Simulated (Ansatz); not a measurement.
```yaml
atoms:
  - { symbol: N, position_ang: [0.0004, 0.4374, -0.3870] }
  - { symbol: H, position_ang: [0.0035, 1.3105, 0.2261] }
  - { symbol: O, position_ang: [0.0044, -0.5300, 0.3151] }
```

Basis set: STO-3G (spherical functions). Left uncorrelated: 2 orbitals. Charge 0, multiplicity 1.

Computed with Ansatz (development build ahead of 0.2.0); each method stands on the lowest determinant of its kind that the runs found. Restricted open shells among the atoms or ions are ROHF, correlated in semicanonical orbitals with singles.

The atomization energy at this shape (free ground-state atoms in the same class of orbitals less the molecule, no zero-point energy) of singlet HNO:

```tsv
method	atomization energy
RHF-MP2	118.15 kcal/mol
```

Q: What does RHF give?

A: 43.75 kcal/mol.

This basis has no polarisation functions and is too small for such energies, which can lie far from measured ones in either direction.
